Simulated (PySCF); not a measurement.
Excitations are Tamm–Dancoff values on a coarser integration grid. The basis has no diffuse functions, so Rydberg states are missing or too high.

Cartesian coordinates (Å):
```xyz
13

C     -1.0155    -1.6724    -0.1587
Al    -0.0011     0.0002     0.0012
C      1.9574    -0.0248    -0.1251
C     -0.9453     1.6974     0.2843
H     -2.1062    -1.5389    -0.0827
H     -0.7128    -2.3927     0.6218
H     -0.8066    -2.1697    -1.1224
H      2.4201     0.4546     0.7553
H      2.3827    -1.0366    -0.2179
H      2.2990     0.5590    -0.9985
H     -0.2799     2.5742     0.3252
H     -1.6868     1.8766    -0.5140
H     -1.5203     1.6728     1.2271
```
Charge 0, spin multiplicity 1.

Problem. What is the computed dipole moment, HOMO and S1 excitation (TDA) (M06-2X/def2-TZVP // PBE0-D3(BJ)/def2-SVP run with PySCF 2.14.0)?

Solution. 
```
Quantity               Result
-------------------  --------
dipole moment          0.00 D
HOMO                 -8.72 eV
S1 excitation (TDA)   5.58 eV
```
